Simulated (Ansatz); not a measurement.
C6H16O2Si (`CCO[Si](C)(C)OCC`), relaxed with RKS PBE-D4/def2-SVP in Ansatz from a rough embedded geometry. The force threshold is 0.03 eV/Å; the program also tests the step.

Charge 0, multiplicity 1.

Start:

```xyz
25

C    -1.445   -0.474    3.007
C    -0.340   -0.682    1.926
O    -0.977   -0.723    0.640
Si   -0.008   -0.715   -0.666
C    -1.127   -0.824   -2.240
C     1.052   -2.318   -0.724
O     0.962    0.619   -0.724
C     0.365    1.903   -0.743
C     1.481    2.955   -0.724
H    -2.121   -1.337    2.916
H    -0.964   -0.512    3.971
H    -1.959    0.419    2.846
H     0.380    0.107    1.988
H     0.220   -1.629    2.067
H    -0.519   -0.802   -3.167
H    -1.685   -1.719   -2.253
H    -1.760    0.044   -2.264
H     0.433   -3.209   -0.677
H     1.622   -2.360   -1.653
H     1.749   -2.340    0.086
H    -0.334    1.989    0.063
H    -0.244    2.034   -1.696
H     2.040    2.793    0.268
H     1.038    3.928   -0.725
H     2.140    2.854   -1.519
```

```tsv
step	energy (eV)	largest force (eV/Å)	largest move (Å)
1	-18429.5247	3.855	0.000
2	-18430.1640	1.607	0.132
3	-18430.1821	1.149	0.121
4	-18430.1977	1.131	0.165
5	-18430.2903	0.113	0.106
6	-18430.2929	0.020	0.042
```

End:

```xyz
25

C    -1.510   -0.520    2.962
C    -0.398   -0.737    1.950
O    -0.953   -0.781    0.642
Si   -0.015   -0.797   -0.762
C    -1.258   -0.842   -2.164
C     1.202   -2.222   -0.772
O     0.947    0.589   -0.817
C     0.417    1.908   -0.811
C     1.556    2.907   -0.691
H    -2.255   -1.339    2.902
H    -1.106   -0.488    3.994
H    -2.037    0.435    2.762
H     0.359    0.080    2.026
H     0.143   -1.689    2.175
H    -0.748   -0.764   -3.146
H    -1.835   -1.788   -2.149
H    -1.982   -0.007   -2.081
H     0.677   -3.191   -0.643
H     1.760   -2.257   -1.730
H     1.944   -2.117    0.044
H    -0.299    2.037    0.036
H    -0.163    2.100   -1.746
H     2.128    2.734    0.242
H     1.171    3.947   -0.679
H     2.256    2.802   -1.544
```

Hardware: 4 threads of an AMD EPYC 7R13 on a shared host and a share of an NVIDIA H100 80 GB. Wall time 11 s, peak host memory 0.84 GiB.
